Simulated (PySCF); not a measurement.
# Ionisation of `FC(F)(Cl)Br` (CBrClF2)

Molecule: `FC(F)(Cl)Br` (CBrClF2). Numbering: `[F:1][C:2]([F:3])([Cl:4])[Br:5]`

Level of theory: ωB97X-D3(BJ)/ma-def2-TZVP single points in PySCF, grid level 2; every species was optimised with PBE0-D3(BJ)/def2-SVP. Zero-point and thermal terms (298.15 K, 1 bar) come from unscaled PBE0-D3(BJ)/def2-SVP harmonic frequencies, with soft modes damped to free rotors in the entropy.

Frontier levels of the parent: HOMO -11.38 eV, LUMO 0.58 eV.

Oxidation to the radical cation:
| Quantity | Value |
| --- | --- |
| Vertical ionisation energy (electronic) | 11.55 eV |
| Adiabatic ionisation energy (with zero-point energy) | 11.16 eV |
| Adiabatic, electronic part | 11.17 eV |
| Vertical gap at the product's structure | 10.57 eV |
| Inner reorganisation energy (four-point) | 980 meV |
| Relaxation of product / of parent | 382 / 599 meV |
| ⟨S²⟩ of the product | 0.756 |
| Largest spin populations | Br5 0.72, Cl4 0.30 |
| Largest changes of atomic charge | Br5 0.50, Cl4 0.26, F3 0.09, F1 0.09 |
| Distances that move most (Å) | C2–Br5 1.938 → 2.013; C2–F3 1.321 → 1.281; F1–C2 1.321 → 1.281; C2–Cl4 1.762 → 1.773 |

Measured values (NIST Chemistry WebBook, evaluated or the median of agreeing entries): vertical ionisation energy 11.83 eV (computed 11.55, difference -0.28); adiabatic ionisation energy 11.21 eV (computed 11.16, difference -0.05).

Note: spin-orbit coupling is left out of the energies, which matters for open shells on the heavier atoms; atoms from Ga to Kr are treated without relativity.

Structures, frequencies and single points took 6 min of wall time on 1 thread of Arm Neoverse V1 (shared host), launched as `OMP_NUM_THREADS=1 python redox_run.py task.json out`.
